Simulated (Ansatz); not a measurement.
CdF₂. The state is a triplet with charge 0. Geometry PBE0-D4/def2-TZVP, that of the neutral singlet; atoms count from 1.

```xyz
3

Cd    0.0000    0.0000    0.0000
F     1.0761   -1.5916    0.0315
F    -1.0761    1.5916   -0.0315
```

In the def2 sets Cd takes a core potential; there is no spin–orbit coupling. At PBE0-D4/def2-TZVP a singlet of charge 0 lies 5.56 eV below the triplet at the same geometry.

Estimate the Mulliken populations from the PBE0/def2-TZVP orbitals of Ansatz.


```
atom  charge (e)  spin (α − β)  d electrons
 Cd1        0.53          0.96         9.96
  F2       -0.26          0.52            –
  F3       -0.26          0.52            –
```
Mulliken values and Mayer orders depend strongly on the basis.

Where does the spin sit?

Summed by element: Cd 0.96, F 1.04, of 2 unpaired in all. Largest on single atoms: Cd1 0.96, F2 0.52, F3 0.52.

And the Mayer bond orders between bonded heavy atoms (over 0.3)?

Cd1–F2 0.38 (1.92 Å); Cd1–F3 0.38 (1.92 Å). Values over 0.3 also appear between atoms too far apart for a bond (F2–F3 0.41 at 3.84 Å); they arise where an orbital or an unpaired electron spreads over both atoms.
